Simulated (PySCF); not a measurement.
Si(F)2(SiH3)2 (F2H6Si3), SMILES [SiH3][Si](F)(F)[SiH3].

The structure is a stationary point at ωB97X-D3(BJ)/def2-SVP.

Two levels are set side by side: TDA-PBE/def2-SVPD (PySCF) and TDA-PBE0/def2-SVPD (PySCF). Vertical, same geometry. The lowest singlet is HOMO→LUMO 95 % with PBE and HOMO→LUMO+1 98 % with the other functional; states are paired by order. Differences are taken from unrounded values.

```tsv
quantity	TDA-PBE
lowest singlet excitation (eV)	5.51
lowest triplet excitation (TDA) (eV)	4.72
first bright state (f over 0.05) (eV)	5.51
its oscillator strength	0.08
```

Problem. These are the TDA-PBE values. What does TDA-PBE0 give? (An estimate is asked for; the answer gives what the named calculation found.)

Solution. 
| quantity | TDA-PBE0 | TDA-PBE minus TDA-PBE0 |
|---|---|---|
| lowest singlet excitation (eV) | 5.92 | -0.42 |
| lowest triplet excitation (TDA) (eV) | 4.99 | -0.27 |
| first bright state (f over 0.05) (eV) | 5.95 | -0.44 |
| its oscillator strength | 0.13 | -0.04 |

Functionals without exact exchange tend to place singlet excitations lower, as here. Differences between two approximate levels are no errors against the true value.

Rough cost on one machine, each run with all the roots and properties that it gave: TDA-PBE0 against TDA-PBE about 3 times.
